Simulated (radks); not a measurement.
Trend from Lu to Hg: ionisation energy by Delta-SCF between NIST ground configurations, and size. Calculated with a radial shooting solver on a logarithmic mesh with Libxc functionals: scalar-relativistic Kohn-Sham, PBEsol, spin-polarised, spherical densities, finite nucleus; open shells are filled with parallel spins first (spin-orbit coupling, left out, can overturn this in heavy ions); Fermi nuclear charge, rms radius of each element as measured or else 0.836 A^(1/3) + 0.57 fm.

\begin{tabular}{lrrrrrrr}
species & configuration & configuration of the ion & IE (eV) & NIST (eV) & kind & -e(HOMO) (eV) & r at 0.001 e/bohr^3 (bohr) \\ \hline
Lu & [Xe] 4f14 5d1 6s2 & [Xe] 4f14 6s2 & 5.422 & 5.426 & exp. & 1.978 (5d) & 5.05 \\
Hf & [Xe] 4f14 5d2 6s2 & [Xe] 4f14 5d1 6s2 & 6.921 & 6.825 & exp. & 3.131 (5d) & 4.97 \\
Ta & [Xe] 4f14 5d3 6s2 & [Xe] 4f14 5d3 6s1 & 7.322 & 7.550 & exp. & 4.244 (5d) & 4.87 \\
W & [Xe] 4f14 5d4 6s2 & [Xe] 4f14 5d4 6s1 & 7.482 & 7.864 & exp. & 4.781 (6s) & 4.77 \\
Re & [Xe] 4f14 5d5 6s2 & [Xe] 4f14 5d5 6s1 & 7.613 & 7.834 & exp. & 4.837 (6s) & 4.68 \\
Os & [Xe] 4f14 5d6 6s2 & [Xe] 4f14 5d6 6s1 & 8.402 & 8.438 & exp. & 4.850 (5d) & 4.60 \\
Ir & [Xe] 4f14 5d7 6s2 & [Xe] 4f14 5d7 6s1 & 9.048 & 8.967 & exp. & 5.857 (6s) & 4.51 \\
Pt & [Xe] 4f14 5d9 6s1 & [Xe] 4f14 5d9 & 9.552 & 8.959 & exp. & 5.651 (5d) & 4.33 \\
Au & [Xe] 4f14 5d10 6s1 & [Xe] 4f14 5d10 & 9.624 & 9.226 & exp. & 6.130 (6s) & 4.26 \\
Hg & [Hg] & [Xe] 4f14 5d10 6s1 & 10.508 & 10.438 & exp. & 6.861 (6s) & 4.30 \\
\end{tabular}

Reference values: NIST Atomic Spectra Database (exp. = measured, semi-emp. = semi-empirical, theory = theoretical value adopted there). Open shells are spherical and high-spin; term and fine-structure splittings are not resolved. Spin-orbit splitting is averaged out at the scalar-relativistic level.
